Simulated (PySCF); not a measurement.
Gas-phase equilibrium of 1 mol H2S, 0.46 mol H2 at 1400 K and 0.00133 bar, among 9 species (S2, S6, H2S2, H, H2S, SH, H2, S8, S). Only gases are allowed; each row takes one source of thermochemistry for all species, and Cantera finds the minimum.

Computed with PySCF (xtb for GFN2) and rigid-rotor harmonic-oscillator thermochemistry at 1 bar. † marks an energy on the PBE0/def2-TZVP geometry and frequencies; other levels use their own. Open shells (unrestricted) among the columns below: S2 (multiplicity 3), H (multiplicity 2), SH (multiplicity 2, electronic degeneracy 4), S (multiplicity 3, electronic degeneracy 9); the rest are closed-shell singlets. GFN2 has no spin-polarisation term. Spin-orbit splitting is ignored; it lowers the true energy and changes the entropy of SH, S. B3LYP is the form with VWN-RPA correlation. The harmonic model lacks anharmonicity and excited electronic states, which grow with temperature; levels with a mode under 35 cm⁻¹ are left out.

Molecules larger than those listed are left out.

Mole fractions:

```json
[
 {"thermochemistry": "B3LYP/def2-TZVP†", "x H2": "0.72", "x S2": "0.24", "x H2S": "0.033", "x SH": "0.0035", "x H": "0.00011", "x S": "0.00016"},
 {"thermochemistry": "GFN2-xTB", "x H2": "0.70", "x S2": "0.23", "x H2S": "0.067", "x SH": "0.0063", "x H": "8.6e-6", "x S": "1.6e-5"},
 {"thermochemistry": "PBE0/def2-TZVP", "x H2": "0.70", "x S2": "0.23", "x H2S": "0.062", "x SH": "0.0030", "x H": "0.00030", "x S": "7.8e-5"},
 {"thermochemistry": "LDA/def2-TZVP†", "x H2": "0.63", "x S2": "0.19", "x H2S": "0.18", "x SH": "0.00033", "x H": "5.9e-5", "x S": "4.4e-7"}
]
```
The most sensitive of these is S: it spans a factor of 10^2.6 over these rows; at this temperature one factor of ten is RT ln 10 = 27 kJ/mol.
